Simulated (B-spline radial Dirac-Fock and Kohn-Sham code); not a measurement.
Method: Dirac-Fock (average of configuration) total-energy differences with a finite nucleus, the Breit interaction including its frequency dependence, and self-energy and vacuum-polarisation corrections. Computed with a radial B-spline solver. Free neutral atoms.

Q: Order these X-ray lines by photon energy, lowest first.
A. Kr Mζ2
B. Kr Mζ1
C. Al Lη
D. Al Lℓ
E. Mg Lℓ
F. Mg Lη

A: E (49.68 eV), F (49.95 eV), D (70.45 eV), C (70.85 eV), B (79.17 eV), A (79.75 eV).
